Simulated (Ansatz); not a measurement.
Geometry optimisation, RKS BHLYP-D4/def2-SVP in Ansatz.

input.yaml

```yaml
crystal:
  periodic: [false, false, false]
  atoms:
    - { symbol: Si, position_ang: [-1.757088, -0.046296, -0.655726] }
    - { symbol: Cl, position_ang: [1.442063, -1.104574, -1.317578] }
    - { symbol: H, position_ang: [-1.808497, -1.278049, -1.451304] }
    - { symbol: H, position_ang: [-3.082612, 0.41132, -0.205149] }
    - { symbol: "N", position_ang: [-1.011345, 1.226925, -1.486895] }
    - { symbol: H, position_ang: [0.83754, -0.145482, 1.934444] }
    - { symbol: F, position_ang: [-0.95175, -0.460283, 0.73473] }
    - { symbol: H, position_ang: [1.354472, -0.855705, -0.035634] }
    - { symbol: "N", position_ang: [1.827375, -0.213352, 2.140263] }
    - { symbol: H, position_ang: [-1.196885, 2.189079, -1.261975] }
    - { symbol: H, position_ang: [-0.135602, 1.10126, -1.965976] }
    - { symbol: H, position_ang: [2.35778, 0.350131, 1.494194] }
    - { symbol: H, position_ang: [2.124448, -1.174974, 2.076504] }
basis:
  gaussian: { orbitals: def2-SVP }
hamiltonian:
  xc: { name: BHLYP }
  dispersion: d4
relax:
  f_tol: 0.03
  max_steps: 50
```

Launched with:

```bash
$ ansatz run input.yaml --threads 2 --pin off --max-ram 3072MiB --backend cpu --events-out ev --progress --plain --runs-dir out
```

**Question.** Where does it end, and by what steps?

**Answer.** The forces met the threshold. After 13 steps the energy has fallen by 0.046 eV; H8 moved furthest, 0.29 Å.

```
step  energy less start (eV)  largest force component (eV/Å)  accepted
   0                  0.0000                           0.604       yes
   1                 -0.0171                           0.494       yes
   2                 -0.0210                           0.483       yes
   3                 -0.0267                           0.569       yes
   4                 -0.0338                           0.492       yes
   5                 -0.0398                           0.301       yes
   6                 -0.0439                           0.051       yes
   7                 -0.0448                           0.068       yes
   8                 -0.0446                           0.148        no
   9                 -0.0453                           0.040       yes
  10                 -0.0453                           0.034       yes
  11                 -0.0454                           0.031       yes
  12                 -0.0455                           0.035       yes
  13                 -0.0456                           0.020       yes
```

```xyz
13
Properties=species:S:1:pos:R:3
Si -1.806 -0.014 -0.571
Cl 1.653 -1.020 -1.294
H -1.858 -1.293 -1.292
H -3.134 0.511 -0.210
N -0.982 1.169 -1.460
H 0.730 -0.297 1.744
F -1.073 -0.361 0.852
H 1.619 -0.749 -0.026
N 1.705 -0.294 2.000
H -1.132 2.152 -1.313
H -0.096 0.970 -1.895
H 2.237 0.426 1.541
H 2.138 -1.199 1.923
```

Whether the end is a true minimum wasn't checked by a vibrational analysis.

Time of the run: 31 s on 2 threads of Intel(R) Xeon(R) 6975P-C (Granite Rapids), with other jobs on the host, peak memory 0.29 GiB.
